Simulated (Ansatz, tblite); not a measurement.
Cost and result up the ladder for (H2Al-mu-PH2)2 (Al₂P₂H₈) (12 atoms). The state is a singlet with charge 0. Geometry: PBE0-D4/def2-SVP.

```xyz
12

Al    0.525    1.736   -0.171
H     1.532    2.301    0.923
H    -0.060    2.559   -1.401
P    -1.276    0.477    0.925
Al   -0.523   -1.736    0.175
H    -1.529   -2.304   -0.919
H     0.062   -2.557    1.406
P     1.275   -0.477   -0.926
H    -1.367    0.646    2.328
H    -2.589    0.834    0.532
H     2.591   -0.834   -0.542
H     1.358   -0.644   -2.330
```

Ansatz on 4 threads of Arm Neoverse V2 on a shared host; xTB runs through tblite on one thread. Times are rough, summed over both states, and most runs start from the orbitals of an earlier one. No level here is sound enough to serve as a yardstick. The other state is a triplet.

The xTB rows come from tblite.

xTB has no spin-polarisation term.

| level | functions | vertical triplet (eV) |
| --- | --- | --- |
| GFN2-xTB | 44 | 3.08 |
| PBE-D4/def2-TZVP | 196 | 4.04 |
| GFN1-xTB | 52 | 5.41 |
| r2SCAN-D4/def2-TZVP | 196 | 4.21 |

Task: Estimate how long each takes.

Result: GFN2-xTB 0.011 s; GFN1-xTB 0.017 s; PBE-D4/def2-TZVP 6.7 s; r2SCAN-D4/def2-TZVP 14 s. On shared hardware such times vary by a factor of up to 3.
